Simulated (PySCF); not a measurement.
Computed IR spectrum (relative IR intensity) of a molecule C4H10BN. Geometry: PBE0-D3(BJ)/def2-SVP. The values are those of a single conformer. These are PBE0-D3(BJ)/def2-SVP run with PySCF values and carry that method's errors. Harmonic, unscaled wavenumbers; measured fundamentals usually lie a few per cent lower.

ν (cm⁻¹): 591 (m), 642 (m), 742 (w), 798 (vw), 829 (w), 856 (w), 905 (w), 992 (vw), 1019 (w), 1095 (w), 1222 (m), 1295 (m), 1317 (w), 1343 (w), 1360 (vs), 1424 (w), 1436 (w), 1464 (w), 1497 (m), 1536 (vs), 3010 (s), 3039 (w), 3046 (w), 3064 (w), 3081 (m), 3120 (w), 3128 (m), 3148 (m), 3665 (m) (against the strongest line: vs over 80 %, s over 45 %, m over 15 %, w over 4 %, vw less)

Question: Identify the compound among the candidates.
A) CNB1CCC1
B) CB1CCCN1
C) NB1CCCC1
D) C=CCB(C)N

Answer: B, CB1CCCN1
